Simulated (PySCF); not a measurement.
Compound: C7H13P.
Bonds: C1–C2, C2–P3, P3–C4, C4–C5, C5–C6, C6–C7, C7–C8, C1–C6, P3–C8. Hydrogens: H9, H10 on C1; H11, H12 on C2; H13, H14 on C4; H15, H16 on C5; H17 on C6; H18, H19 on C7; H20, H21 on C8.

The same species was optimised twice, with GFN2-xTB and with PBE0-D3(BJ)/def2-SVP (PySCF), and the same property calculations (PySCF, gas phase) were run on both structures.

```json
{"coordinate": "C4–C5 (Å)", "GFN2-xTB": "1.532", "PBE0-D3(BJ)/def2-SVP": "1.539", "change": "+0.007"}
{"coordinate": "C7–C8 (Å)", "GFN2-xTB": "1.532", "PBE0-D3(BJ)/def2-SVP": "1.539", "change": "+0.007"}
{"coordinate": "C1–C2 (Å)", "GFN2-xTB": "1.532", "PBE0-D3(BJ)/def2-SVP": "1.539", "change": "+0.007"}
{"coordinate": "P3–C4 (Å)", "GFN2-xTB": "1.860", "PBE0-D3(BJ)/def2-SVP": "1.864", "change": "+0.004"}
{"coordinate": "P3–C8 (Å)", "GFN2-xTB": "1.860", "PBE0-D3(BJ)/def2-SVP": "1.864", "change": "+0.004"}
{"coordinate": "C2–P3 (Å)", "GFN2-xTB": "1.860", "PBE0-D3(BJ)/def2-SVP": "1.864", "change": "+0.004"}
{"coordinate": "C1–C6 (Å)", "GFN2-xTB": "1.532", "PBE0-D3(BJ)/def2-SVP": "1.534", "change": "+0.002"}
{"coordinate": "C5–C6 (Å)", "GFN2-xTB": "1.532", "PBE0-D3(BJ)/def2-SVP": "1.534", "change": "+0.002"}
{"coordinate": "C6–C7 (Å)", "GFN2-xTB": "1.532", "PBE0-D3(BJ)/def2-SVP": "1.534", "change": "+0.002"}
{"coordinate": "C6–C7–C8 (°)", "GFN2-xTB": "111.8", "PBE0-D3(BJ)/def2-SVP": "112.5", "change": "+0.7"}
{"coordinate": "C4–C5–C6 (°)", "GFN2-xTB": "111.9", "PBE0-D3(BJ)/def2-SVP": "112.5", "change": "+0.6"}
{"coordinate": "C2–C1–C6 (°)", "GFN2-xTB": "111.9", "PBE0-D3(BJ)/def2-SVP": "112.5", "change": "+0.6"}
{"coordinate": "C1–C2–P3 (°)", "GFN2-xTB": "112.9", "PBE0-D3(BJ)/def2-SVP": "113.3", "change": "+0.4"}
{"coordinate": "P3–C8–C7 (°)", "GFN2-xTB": "112.9", "PBE0-D3(BJ)/def2-SVP": "113.3", "change": "+0.4"}
{"coordinate": "C2–P3–C8 (°)", "GFN2-xTB": "96.2", "PBE0-D3(BJ)/def2-SVP": "96.6", "change": "+0.4"}
{"coordinate": "C2–P3–C4 (°)", "GFN2-xTB": "96.2", "PBE0-D3(BJ)/def2-SVP": "96.6", "change": "+0.4"}
{"coordinate": "P3–C4–C5 (°)", "GFN2-xTB": "112.9", "PBE0-D3(BJ)/def2-SVP": "113.3", "change": "+0.4"}
```

Rotational constants: A = 2215, B = 1865, C = 1865 MHz (GFN2-xTB) against A = 2194, B = 1840, C = 1840 MHz (PBE0-D3(BJ)/def2-SVP). Point groups within 0.08 Å: C3 and C3.

On the GFN2-xTB structure: HOMO (eV) -6.31 [PBE0/pcSseg-1]; LUMO (eV) 1.06 [PBE0/pcSseg-1]; dipole (D) 1.54 [PBE0/pcSseg-1]; GIAO shielding of C1/C5/C7 (mean) (ppm) 160.7 [PBE0/pcSseg-1]; GIAO shielding of C2/C4/C8 (mean) (ppm) 168.0 [PBE0/pcSseg-1]; GIAO shielding of P3 (ppm) 424.0 [PBE0/pcSseg-1]; GIAO shielding of C6 (ppm) 161.7 [PBE0/pcSseg-1].

Problem. What do these properties become on the PBE0-D3(BJ)/def2-SVP structure?

Solution. 
| property | level | on GFN2-xTB | on PBE0-D3(BJ)/def2-SVP | change |
| --- | --- | --- | --- | --- |
| HOMO (eV) | PBE0/pcSseg-1 | -6.31 | -6.34 | -0.03 |
| LUMO (eV) | PBE0/pcSseg-1 | 1.06 | 1.00 | -0.06 |
| dipole (D) | PBE0/pcSseg-1 | 1.54 | 1.51 | -0.03 |
| energy, GFN2-xTB geometry as zero (kcal/mol) | PBE0/pcSseg-1 | 0.0 | -0.5 | -0.5 |
| GIAO shielding of C1/C5/C7 (mean) (ppm) | PBE0/pcSseg-1 | 160.7 | 158.4 | -2.3 |
| GIAO shielding of C2/C4/C8 (mean) (ppm) | PBE0/pcSseg-1 | 168.0 | 165.7 | -2.3 |
| GIAO shielding of P3 (ppm) | PBE0/pcSseg-1 | 424.0 | 422.4 | -1.6 |
| GIAO shielding of C6 (ppm) | PBE0/pcSseg-1 | 161.7 | 160.3 | -1.4 |

The heavy atoms differ by 0.031 Å rms after alignment. Among bonds between heavy atoms C1–C2, C4–C5 and C7–C8 change most and about equally (+0.007 Å). Changes are differences of the printed values. Neither structure is proved a minimum here.
